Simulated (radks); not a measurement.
Isoelectronic series with 5 electrons, all held in the configuration [He] 2s2 2p1, which need not be the ground one along the series. All-electron calculation, non-relativistic Kohn-Sham, LDA (Slater exchange, Perdew-Wang correlation), spin-polarised, spherical densities, point nucleus; open shells are filled with parallel spins first. Program: a radial shooting solver on a logarithmic mesh with Libxc functionals. Total energies (hartree) and mean radii <r> (bohr) (* marks an orbital that is empty in some or all of the ions):

\begin{tabular}{lrrrrr}
ion & E (hartree) & 2p down* & 2p up & 2s down & 2s up \\ \hline
B & -24.35246 & 2.393 & 2.233 & 1.996 & 1.949 \\
N2+ & -52.47486 & 1.152 & 1.124 & 1.187 & 1.170 \\
F4+ & -91.60675 & 0.7792 & 0.7670 & 0.8476 & 0.8386 \\
Al8+ & -202.87007 & 0.4770 & 0.4727 & 0.5404 & 0.5367 \\
P10+ & -274.99973 & 0.4000 & 0.3970 & 0.4577 & 0.4551 \\
Cl12+ & -358.12806 & 0.3445 & 0.3423 & 0.3970 & 0.3950 \\
K14+ & -452.25521 & 0.3026 & 0.3009 & 0.3505 & 0.3490 \\
Sc16+ & -557.38133 & 0.2698 & 0.2685 & 0.3138 & 0.3126 \\
V18+ & -673.50656 & 0.2435 & 0.2424 & 0.2840 & 0.2830 \\
Mn20+ & -800.63100 & 0.2218 & 0.2209 & 0.2595 & 0.2586 \\
Co22+ & -938.75475 & 0.2037 & 0.2030 & 0.2388 & 0.2381 \\
Cu24+ & -1087.87790 & 0.1883 & 0.1877 & 0.2212 & 0.2206 \\
Ga26+ & -1248.00050 & 0.1751 & 0.1746 & 0.2060 & 0.2054 \\
\end{tabular}
